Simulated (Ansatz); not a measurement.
In10As10H28. Charge 0, multiplicity 1. Geometry r2SCAN-D4/def2-SVP; atoms count from 1.

```xyz
48

In   -3.681    2.681   -2.445
In   -1.142   -4.004   -3.289
In    3.383   -2.472   -1.238
In   -0.306    4.519   -0.016
In    3.599    1.737    0.634
In   -0.030    0.288   -1.146
In   -3.596   -1.197    0.783
In    0.110   -3.056    1.529
In   -0.139    0.799    3.085
In    3.775   -1.505    3.452
As   -1.080   -1.275   -3.058
As   -1.056    2.673   -1.734
As   -4.429    1.168   -0.321
As    2.590    0.148   -1.222
As   -0.568   -4.494   -0.686
As    2.722   -2.823    1.339
As    2.344    4.109    0.125
As   -0.928    3.305    2.292
As    2.503    0.840    2.852
As   -0.984   -0.670    1.088
H    -4.276    4.280   -2.191
H    -3.822    1.679   -3.843
H    -2.808   -4.382   -3.514
H     0.241   -4.402   -4.227
H     5.088   -2.505   -1.490
H     2.153   -3.244   -2.192
H    -0.783    6.168   -0.161
H     5.295    2.050    0.619
H    -3.654   -2.327   -0.532
H    -4.385   -1.297    2.313
H    -0.597   -3.855    2.893
H    -0.743    0.564    4.682
H     5.444   -1.197    3.139
H     3.042   -2.134    4.881
H    -0.616   -0.658   -4.361
H    -2.500   -0.756   -3.132
H    -0.274    3.078   -2.969
H    -5.932    1.041   -0.469
H    -4.491    2.148    0.834
H     2.946    0.825   -2.531
H     0.478   -5.587   -0.721
H    -1.700   -5.379   -0.207
H     3.120   -4.263    1.604
H     2.911    4.689   -1.153
H     2.913    5.166    1.049
H    -0.663    4.313    3.390
H    -2.438    3.365    2.379
H     2.963    1.846    3.888
```

In the def2 sets In takes a core potential; there is no spin–orbit coupling. Single mean-field runs in def2-TZVP are fitted with def2-universal-jkfit.

Question: Estimate the Mulliken populations of the heavy atoms from the PBE0/def2-TZVP orbitals of Ansatz.

Answer: 
```tsv
atom	charge (e)
In1	0.39
In2	0.39
In3	0.41
In4	0.56
In5	0.59
In6	0.84
In7	0.42
In8	0.60
In9	0.63
In10	0.40
As11	-0.38
As12	-0.61
As13	-0.41
As14	-0.60
As15	-0.39
As16	-0.61
As17	-0.39
As18	-0.40
As19	-0.63
As20	-0.91
```
Mulliken values depend strongly on the basis.

Question: And the Mayer bond orders between heavy atoms (over 0.3)?

Answer: In1–As12 0.57 (2.72 Å); In1–As13 0.61 (2.71 Å); In2–As11 0.54 (2.74 Å); In2–As15 0.61 (2.71 Å); In3–As14 0.54 (2.74 Å); In3–As16 0.65 (2.68 Å); In4–As12 0.73 (2.63 Å); In4–As17 0.63 (2.69 Å); In4–As18 0.64 (2.68 Å); In5–As14 0.70 (2.64 Å); In5–As17 0.54 (2.73 Å); In5–As19 0.72 (2.63 Å); In6–As11 0.63 (2.68 Å); In6–As12 0.64 (2.66 Å); In6–As14 0.71 (2.62 Å); In6–As20 0.71 (2.61 Å); In7–As13 0.56 (2.74 Å); In7–As20 0.61 (2.68 Å); In8–As15 0.58 (2.73 Å); In8–As16 0.73 (2.63 Å); In8–As20 0.65 (2.66 Å); In9–As18 0.51 (2.74 Å); In9–As19 0.68 (2.65 Å); In9–As20 0.72 (2.62 Å); In10–As16 0.62 (2.70 Å); In10–As19 0.56 (2.73 Å).
